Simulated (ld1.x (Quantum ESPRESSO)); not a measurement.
## Scattering properties, TM potential for Co

| Quantity | Value |
| --- | --- |
| Element | Co |
| Generator | ld1.x (Quantum ESPRESSO) 7.5 |
| Type | norm-conserving Troullier–Martins (Kleinman–Bylander form) |
| Functional | PBEsol |
| Relativity | scalar-relativistic |
| Frozen core | [Ne] |
| Valence charge | 17 |
| Reference configuration | 3s2 3p6 3d7 4s2 4p0 |
| Partial waves | 3p (bound): rc 1.15 bohr; 3d (bound): rc 1.80 bohr; 3s (bound): rc 1.00 bohr |
| Local potential | the s channel |
| Core correction | none |

Occupied shells without a wave of their own: 4s. They enter only through the test configuration that unscreens the potential.

The phase is arctan(r·u′/u) with u = r·R(r), unwrapped; energies in Ry, scanned from -10 to 5 Ry. A pole is an energy at which the radial function vanishes at the test radius. The pseudo phase is shifted by a multiple of π to meet the all-electron one at the reference energy, and phase errors are pseudo minus all-electron; the curves can meet again beyond the range given. Levels narrower than the energy grid can be missing from the lists of poles.

Problem. For each channel, where are the poles, and over which energies does the pseudopotential scatter like the atom?

Solution.

```csv
channel,radius (bohr),reference energy (Ry),"poles, all-electron","poles, pseudo",unbroken range about the reference energy with phases within 0.05 rad,phase error 1 Ry above the reference energy (rad)
s,1.96,-7.51,"-7.45, 4.78","-7.45, 4.25",below -0.7,-0.000
p,1.96,-4.81,-4.70,-4.70,below 0.8,-0.000
d,1.96,-0.60,-0.21,-0.21,below 2.0,+0.007
```

Phases in the d channel:

```tsv
E (Ry)	all-electron	pseudo
-10.00	1.411	1.411
-9.52	1.408	1.408
-9.04	1.403	1.403
-8.56	1.399	1.399
-8.08	1.394	1.394
-7.60	1.389	1.389
-7.12	1.383	1.383
-6.64	1.376	1.376
-6.16	1.369	1.369
-5.68	1.360	1.361
-5.20	1.351	1.351
-4.72	1.340	1.340
-4.24	1.327	1.327
-3.76	1.311	1.312
-3.28	1.291	1.292
-2.80	1.265	1.266
-2.32	1.227	1.229
-1.84	1.165	1.167
-1.36	1.024	1.028
-0.88	0.303	0.308
-0.40	-1.420	-1.419
0.08	-1.694	-1.689
0.56	-1.805	-1.796
1.04	-1.890	-1.875
1.52	-1.984	-1.957
2.00	-2.110	-2.059
2.48	-2.312	-2.209
2.96	-2.678	-2.455
3.44	-3.277	-2.875
3.92	-3.845	-3.445
4.40	-4.175	-3.905
4.88	-4.355	-4.176
```
